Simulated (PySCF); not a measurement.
**Radial density of Sn²⁺ (tin, charge +2)**

MN15, [Kr] 4d10 5s2, closed-shell 1S. Calculation: PySCF 2.14, in x2c-TZVPall (8s6p4d2f, 60 functions); the spin-free X2C one-electron Hamiltonian (Gaussian nucleus).

```json
{"r (bohr)": "0.0266", "4πr²ρ (e/bohr)": "61.44"}
{"r (bohr)": "0.0448", "4πr²ρ (e/bohr)": "56.24"}
{"r (bohr)": "0.0754", "4πr²ρ (e/bohr)": "78.72"}
{"r (bohr)": "0.127", "4πr²ρ (e/bohr)": "68.73"}
{"r (bohr)": "0.213", "4πr²ρ (e/bohr)": "61.92"}
{"r (bohr)": "0.359", "4πr²ρ (e/bohr)": "50.44"}
{"r (bohr)": "0.603", "4πr²ρ (e/bohr)": "20.55"}
{"r (bohr)": "1.01", "4πr²ρ (e/bohr)": "18.68"}
{"r (bohr)": "1.71", "4πr²ρ (e/bohr)": "4.178"}
{"r (bohr)": "2.87", "4πr²ρ (e/bohr)": "0.7104"}
{"r (bohr)": "4.83", "4πr²ρ (e/bohr)": "0.01724"}
{"r (bohr)": "8.12", "4πr²ρ (e/bohr)": "1.916e-05"}
```

Densities and radii are taken from the X2C orbitals without a picture-change correction, which distorts them close to the nucleus.
